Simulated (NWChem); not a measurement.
Molecule: AlBrCl2; SMILES [Cl][Al]([Cl])[Br]

All runs: NWChem. Pople sets run with spherical d functions. The geometry was optimised at PBE0/def2-SVP. Total energies compare along this basis series because the functional is fixed.

```json
[
 {"level": "PBE/STO-3G", "basis functions": "45", "energy (Ha)": "-3695.1264", "highest occupied level (eV)": "-4.73", "orbital gap (eV)": "5.57", "dipole (D)": "0.99", "relative time": "1"},
 {"level": "PBE/3-21G", "basis functions": "61", "energy (Ha)": "-3718.0910", "highest occupied level (eV)": "-7.74", "orbital gap (eV)": "5.08", "dipole (D)": "0.91", "relative time": "1"},
 {"level": "PBE/6-31G*", "basis functions": "86", "energy (Ha)": "-3735.9244", "highest occupied level (eV)": "-7.65", "orbital gap (eV)": "5.28", "dipole (D)": "0.33", "relative time": "10"},
 {"level": "PBE/6-311G**", "basis functions": "122", "energy (Ha)": "-3736.2827", "highest occupied level (eV)": "-7.75", "orbital gap (eV)": "5.28", "dipole (D)": "0.46", "relative time": "9"},
 {"level": "PBE/def2-TZVPD", "basis functions": "192", "energy (Ha)": "-3736.3345", "highest occupied level (eV)": "-7.70", "orbital gap (eV)": "5.29", "dipole (D)": "0.28", "relative time": "30"},
 {"level": "PBE/def2-QZVP", "basis functions": "285", "energy (Ha)": "-3736.4254", "highest occupied level (eV)": "-7.69", "orbital gap (eV)": "5.33", "dipole (D)": "0.28", "relative time": "100"}
]
```

Times are rough ratios from one shared machine.
